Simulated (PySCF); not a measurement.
# Working out the ionisation energy of Pd⁺

Pd⁺ [Kr] 4d9 (2D) → Pd²⁺ [Kr] 4d8 (3F). Calculation: PySCF 2.14, in def2-SVP with the def2 core potential (28 electrons); a scalar-relativistic core potential. Frozen: 4s2 4p6. Energies in hartree (1 hartree = 27.21139 eV):

```json
{"part": "UHF", "Pd⁺ (lower)": "-126.769919", "Pd²⁺ (upper)": "-126.126907"}
{"part": "MP2 opposite-spin", "Pd⁺ (lower)": "-0.101118", "Pd²⁺ (upper)": "-0.071370"}
{"part": "MP2 same-spin", "Pd⁺ (lower)": "-0.062274", "Pd²⁺ (upper)": "-0.048006"}
```

What does Hartree-Fock give?

(-126.126907) − (-126.769919) = 0.643012 hartree = 17.497 eV.

What do MP2 and SCS-MP2 (6/5 opposite-spin, 1/3 same-spin) give?

The opposite-spin parts differ by 0.809 eV and the same-spin parts by 0.388 eV. MP2: 17.497 + (0.809) + (0.388) = 18.694 eV. SCS-MP2: 17.497 + 1.2 × (0.809) + (0.388)/3 = 18.597 eV.

Reference: 19.43 ± 0.12 eV (semi-empirical (NIST evaluation); NIST Atomic Spectra Database, ionization energies), between the lowest levels; spin-orbit coupling is absent from the calculation.

A double-zeta basis recovers only part of the correlation energy.

What remains against the reference includes basis incompleteness, the frozen core and correlation beyond second order.
